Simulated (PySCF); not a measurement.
## Electron correlation in Br (bromine, neutral)

[Ar] 3d10 4s2 4p4 5s1, 5s spin antiparallel (an excited configuration). Computed with PySCF 2.14 in aug-cc-pV5Z-PP with ECP10MDF (8s7p6d4f3g2h, 136 functions), with a scalar-relativistic core potential. Frozen: 3s2 3p6 3d10; 7 electrons correlated.

MP2 pair energies summed by pair of shells (mhartree):

```tsv
pair	energy	share (%)
4s-4p	-56.07	42.1
4p-4p	-54.08	40.6
4p-5s	-11.19	8.4
4s-4s	-9.77	7.3
4s-5s	-2.14	1.6
```

Total MP2 correlation energy: -133.26 mhartree.

Same-spin part -28.93 and opposite-spin part -104.33 mhartree; SCS-MP2 scales them by 1/3 and 6/5 to -134.84 mhartree.
